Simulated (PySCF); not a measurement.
C3H2N, doublet, at a GFN2-xTB geometry; PySCF with BLYP/6-31G**.

PySCF was given this input:
```python
from pyscf import gto, scf, dft

mol = gto.M(
    atom='''
C    -0.11313790   -1.67318767    0.00936735
C     0.54855143   -0.55698381   -0.00507353
C    -0.07279738    0.71679934   -0.00231842
H     0.06167781   -2.72178733    0.01180423
H     1.64421931   -0.48441128   -0.02072222
N    -0.55451343    1.75520450   -0.00041920
''',
    basis='6-31g**',
    spin=1,
    verbose=4,
)

mf = dft.UKS(mol)
mf.xc = 'blyp'
mf.grids.atom_grid = (50, 194)
mf.kernel()
mf.analyze()
```

Output, abridged:

```
PySCF version 2.14.0

[INPUT] verbose = 4
[INPUT] num. atoms = 6
[INPUT] num. electrons = 27
[INPUT] charge = 0
[INPUT] spin (= nelec alpha-beta = 2S) = 1
[INPUT] symmetry False subgroup None
[INPUT] Mole.unit = angstrom
[INPUT] Symbol           X                Y                Z      unit          X                Y                Z       unit  Magmom
[...]
nuclear repulsion = 84.0489658112196
number of shells = 30
number of NR pGTOs = 122
number of NR cGTOs = 66
basis = 6-31g**
ecp = {}

******** <class 'pyscf.dft.uks.UKS'> ********
method = UKS
initial guess = minao
damping factor = 0
level_shift factor = 0
DIIS = <class 'pyscf.scf.diis.CDIIS'>
diis_start_cycle = 1
diis_space = 8
diis_damp = 0
SCF conv_tol = 1e-09
SCF conv_tol_grad = None
SCF max_cycles = 50
direct_scf = True
direct_scf_tol = 1e-13
number electrons alpha = 14  beta = 13
XC library pyscf.dft.libxc version 7.1.2
    S. Lehtola, C. Steigemann, M. J. T. Oliveira, and M. A. L. Marques,  SoftwareX 7, 1–5 (2018)
XC functionals = blyp
    A. D. Becke,  Phys. Rev. A 38, 3098 (1988)
    C. Lee, W. Yang, and R. G. Parr,  Phys. Rev. B 37, 785 (1988)
    B. Miehlich, A. Savin, H. Stoll, and H. Preuss,  Chem. Phys. Lett. 157, 200 (1989)
radial grids:
    Treutler-Ahlrichs [JCP 102, 346 (1995); DOI:10.1063/1.469408] (M4) radial grids

becke partition: Becke, JCP 88, 2547 (1988); DOI:10.1063/1.454033
pruning grids: <function nwchem_prune>
grids dens level: 3
symmetrized grids: False
atomic radii adjust function: <function treutler_atomic_radii_adjust>
User specified grid scheme (50, 194)
small_rho_cutoff = 0
Set gradient conv threshold to 3.16228e-05
tot grids = 39264
init E= -170.526484314768

cycle= 1 E= -170.025716324157  delta_E= 0.501  |g|= 0.318  |ddm|= 2.05
cycle= 2 E= -169.708120091342  delta_E= 0.318  |g|= 0.841  |ddm|= 1.25
cycle= 3 E= -170.063617327814  delta_E= -0.355  |g|= 0.179  |ddm|= 0.992
cycle= 4 E= -170.08066371995  delta_E= -0.017  |g|= 0.0204  |ddm|= 0.178
cycle= 5 E= -170.080799410146  delta_E= -0.000136  |g|= 0.0155  |ddm|= 0.0312
cycle= 6 E= -170.080907745956  delta_E= -0.000108  |g|= 0.00633  |ddm|= 0.0167
cycle= 7 E= -170.080931992743  delta_E= -2.42e-05  |g|= 0.00204  |ddm|= 0.00801
cycle= 8 E= -170.080936951121  delta_E= -4.96e-06  |g|= 0.000759  |ddm|= 0.00438
cycle= 9 E= -170.08093791425  delta_E= -9.63e-07  |g|= 0.000199  |ddm|= 0.0022
cycle= 10 E= -170.080937990714  delta_E= -7.65e-08  |g|= 6.56e-05  |ddm|= 0.000699
cycle= 11 E= -170.080937995238  delta_E= -4.52e-09  |g|= 1.98e-05  |ddm|= 0.000145
cycle= 12 E= -170.080937995034  delta_E= 2.05e-10  |g|= 3.7e-05  |ddm|= 5.23e-05
cycle= 13 E= -170.080937995621  delta_E= -5.87e-10  |g|= 1.16e-05  |ddm|= 3.63e-05
Extra cycle  E= -170.080937995058  delta_E= 5.63e-10  |g|= 3.75e-05  |ddm|= 3.86e-05
converged SCF energy = -170.080937995058  <S^2> = 0.75843776  2S+1 = 2.00842
**** SCF Summaries ****
Total Energy =                        -170.080937995057582
Nuclear Repulsion Energy =              84.048965811219588
One-electron Energy =                 -394.546960917349793
Two-electron Energy =                  140.417057111072637
Two-electron Coulomb Energy =          164.208391936724695
DFT Exchange-Correlation Energy =      -23.791334825652058
**** MO energy ****
                             alpha | beta                alpha | beta
[...]
To work with the spin densities directly, `use mulliken_meta_spin()` only printing them here.

 ** Mulliken spin pop alpha/beta on meta-lowdin orthogonal AOs **
 ** Mulliken Spin Density (per AO)  **
spin_pop of  0 C 1s       -0.00001
spin_pop of  0 C 2s        0.11478
spin_pop of  0 C 3s        0.00200
spin_pop of  0 C 2px       0.77223
spin_pop of  0 C 2py       0.03721
spin_pop of  0 C 2pz       0.07942
spin_pop of  0 C 3px       0.00127
spin_pop of  0 C 3py      -0.00017
spin_pop of  0 C 3pz       0.00001
spin_pop of  0 C 3dxy     -0.00030
spin_pop of  0 C 3dyz      0.00002
spin_pop of  0 C 3dz^2     0.00035
spin_pop of  0 C 3dxz     -0.00022
spin_pop of  0 C 3dx2-y2   -0.00064
spin_pop of  1 C 1s        0.00000
spin_pop of  1 C 2s       -0.01133
spin_pop of  1 C 3s        0.00051
spin_pop of  1 C 2px      -0.01529
spin_pop of  1 C 2py      -0.00535
spin_pop of  1 C 2pz      -0.06438
spin_pop of  1 C 3px       0.00061
spin_pop of  1 C 3py       0.00013
spin_pop of  1 C 3pz      -0.00001
spin_pop of  1 C 3dxy      0.00006
spin_pop of  1 C 3dyz      0.00002
spin_pop of  1 C 3dz^2     0.00010
spin_pop of  1 C 3dxz      0.00000
spin_pop of  1 C 3dx2-y2    0.00052
spin_pop of  2 C 1s       -0.00000
spin_pop of  2 C 2s        0.01477
spin_pop of  2 C 3s        0.00006
spin_pop of  2 C 2px       0.00582
spin_pop of  2 C 2py       0.01162
spin_pop of  2 C 2pz       0.00974
spin_pop of  2 C 3px       0.00007
spin_pop of  2 C 3py       0.00033
spin_pop of  2 C 3pz      -0.00000
spin_pop of  2 C 3dxy      0.00003
spin_pop of  2 C 3dyz     -0.00011
spin_pop of  2 C 3dz^2     0.00000
spin_pop of  2 C 3dxz     -0.00002
spin_pop of  2 C 3dx2-y2   -0.00001
spin_pop of  3 H 1s       -0.00337
spin_pop of  3 H 2s        0.00032
spin_pop of  3 H 2px       0.00015
spin_pop of  3 H 2py      -0.00004
spin_pop of  3 H 2pz       0.00001
spin_pop of  4 H 1s        0.07735
spin_pop of  4 H 2s        0.00044
spin_pop of  4 H 2px       0.00002
spin_pop of  4 H 2py       0.00002
spin_pop of  4 H 2pz      -0.00001
spin_pop of  5 N 1s        0.00000
spin_pop of  5 N 2s       -0.00022
spin_pop of  5 N 3s        0.00011
spin_pop of  5 N 2px      -0.00337
spin_pop of  5 N 2py      -0.00098
spin_pop of  5 N 2pz      -0.02428
spin_pop of  5 N 3px       0.00001
spin_pop of  5 N 3py       0.00002
spin_pop of  5 N 3pz      -0.00002
spin_pop of  5 N 3dxy      0.00002
spin_pop of  5 N 3dyz     -0.00004
spin_pop of  5 N 3dz^2     0.00001
spin_pop of  5 N 3dxz     -0.00001
spin_pop of  5 N 3dx2-y2   -0.00001
 ** Mulliken Spin Density (per atom)  **
spin density of  0 C =      1.00594
spin density of  1 C =     -0.09440
spin density of  2 C =      0.04231
spin density of  3 H =     -0.00293
spin density of  4 H =      0.07782
spin density of  5 N =     -0.02874
 ** Mulliken pop alpha/beta on meta-lowdin orthogonal AOs **
 ** Mulliken pop       alpha | beta **
In total            14.00000 | 13.00000
 ** Mulliken atomic charges   ( Nelec_alpha | Nelec_beta ) **
charge of  0C =     -0.07452  (     3.54023      2.53429 )
charge of  1C =     -0.13339  (     3.01950      3.11389 )
charge of  2C =      0.09490  (     2.97370      2.93140 )
charge of  3H =      0.15179  (     0.42264      0.42557 )
charge of  4H =      0.14588  (     0.46597      0.38815 )
charge of  5N =     -0.18466  (     3.57796      3.60670 )
Dipole moment(X, Y, Z, Debye):  1.87125, -3.49750, -0.00987
```
